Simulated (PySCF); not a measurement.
Assigning NMR signals

Bonds (- single, = double, # triple, : aromatic): C1#C2, C2-C3, C3:C4, C4:C5, C5:C6, C6-Cl7, C6:C8, C8:C9, C9-C10, C10-F11, C9:C3. C1 carries H12; C4 carries H13; C5 carries H14; C8 carries H15; C10 carries H16, H17.

[PySCF 2.14.0 with density-fitted response routines: PBE0/pcSseg-1 with gauge-including orbitals; GFN2-xTB geometry; no relativistic terms; one computed conformer; gas phase; averaged over atoms made equivalent by symmetry, fast rotation or ring inversion]

References, each an isolated molecule treated in the same way: TMS for 13C (σref 186.93) and 1H (σref 31.72).

Question: Assign these signals to the numbered atoms. 13C{1H} NMR (computed): δ 150.4 (C), 148.1 (C), 141.3 (CH), 133.1 (CH), 129.7 (CH), 118.7 (C), 95.4 (CH), 86.5 (CH2), 84.6 (C).

Answer: 
```tsv
δ (ppm)	atoms	environment	reason
150.4	C9	substituted aromatic carbon	–
148.1	C6	aromatic carbon bearing chlorine	–
141.3	C4	aromatic CH	–
133.1	C5	aromatic CH	the aromatic region
129.7	C8	aromatic CH	–
118.7	C3	substituted aromatic carbon	–
95.4	C1	terminal alkyne carbon	sp carbons lie upfield of alkene carbons because the cylindrical π system leaves one tensor component strongly shielded
86.5	C10	sp3 CH2 bonded to F, on an aromatic ring	the inductive effect lowers its shielding
84.6	C2	alkyne carbon	sp carbons lie upfield of alkene carbons because the cylindrical π system leaves one tensor component strongly shielded
```

C10 and C2 lie closer than the usual error of such a calculation, so a measured spectrum could show them in the other order.

Question: Assign these signals to the numbered atoms. 1H NMR (400 MHz, computed): δ 7.82 (m, 1H), 7.82 (d, 1H), 7.50 (d, 1H), 6.02 (m, 2H), 3.20 (s, 1H).

Answer: 
7.82 → H15, hydrogen on an aromatic CH: aromatic region
7.82 → H13, hydrogen on an aromatic CH
7.50 → H14, hydrogen on an aromatic CH
6.02 → H16/H17, hydrogen on an sp3 CH2 bonded to F, on an aromatic ring: its carbon carries F, which withdraws density
3.20 → H12, hydrogen on a terminal alkyne carbon: it lies on the axis of the triple bond, in its shielding cone

H15 and H13 lie closer than the usual error of such a calculation, so a measured spectrum could show them in the other order.

Carbons that carry Cl, above all several Cl atoms, come out too deshielded, partly because spin–orbit coupling is missing. Splittings by 19F in the carbon and heteronuclear signals aren't shown, as no couplings were computed. Shifts are as computed. Against solution values, carbons near 30 ppm lie about +3 ppm off and those near 130 ppm about +5 ppm; carbons on Cl a further +6 ppm. Of 1211 compounds with measured shifts, 218 miss one by over three times the rms of a fit or turn the order of signals round; such compounds aren't used in these exercises. No couplings were computed; multiplicities are counted from neighbouring protons, with m where these are inequivalent, close in shift, in a saturated or five-membered ring or joined by F or P, and br s for small geminal =CH2 splittings.
